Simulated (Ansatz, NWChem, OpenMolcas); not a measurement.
## SnNH2F (SMILES [NH2][Sn][F]): the vertical energy of the triplet above the singlet, rung by rung

SnNH2F: 5 atoms, total charge 0, spin state singlet. As SMILES, `[NH2][Sn][F]`. The shape is that of a PBE0-D4/def2-TZVP optimisation. This is one conformer, not always the lowest.

Each level gives the vertical energy of the triplet above the singlet (eV). The values are calculated.

```tsv
level	kind	program	value (eV)	less CCSD(T)/def2-SVP
HF/def2-SVP (core potential)	Hartree–Fock	NWChem	2.82	-0.65
SVWN5/def2-SVP (core potential)	LDA	Ansatz	3.71	+0.24
PBE/def2-SVP (core potential)	GGA	OpenMolcas	3.63	+0.16
r2SCAN0/def2-SVP (core potential)	hybrid meta-GGA	Ansatz	3.42	-0.05
wB97X/def2-SVP (core potential)	range-separated hybrid	Ansatz	3.89	+0.42
B2PLYP/def2-SVP (core potential)	double hybrid	Ansatz	3.64	+0.17
PBE-QIDH/def2-SVP (core potential)	double hybrid	Ansatz	3.43	-0.04
RPA@PBE0/def2-SVP (core potential)	RPA	Ansatz	3.46	-0.01
CCSD(T)/def2-SVP (core potential), open shells restricted	coupled cluster or CI	OpenMolcas	3.47	0.00
```

CCSD(T)/def2-SVP (core potential), open shells restricted is the highest level here, not the true value. Spin-orbit coupling is left out. The values span 2.82 to 3.89 eV. In the correlated wave-function rows the outer d shell of Sn is correlated, in sets not made for it. The second state's dipole differs much between rows, so they may not all be the same state.
